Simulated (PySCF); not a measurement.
# Correlation energy of S⁺ (sulfur, charge +1)

[Ne] 3s1 3p4, high-spin 4P determinant (an excited configuration). Computed with PySCF 2.14 in def2-TZVPPD, with no relativity, point nucleus. Frozen: 1s2; 13 electrons correlated.

```csv
level,correlation energy (mhartree)
CCSD,-277.83
(T),-10.74
CCSD(T),-288.57
```

Diagnostics: T1 = 0.011, D1 = 0.0514, largest double amplitude 0.178.

A double-excitation amplitude exceeds 0.15, a sign of near-degeneracy.

Cost of the coupled-cluster step: roughly 12 core-seconds, for 13 correlated electrons.

This basis was not built for core-valence correlation, so the inner-shell part is incomplete.
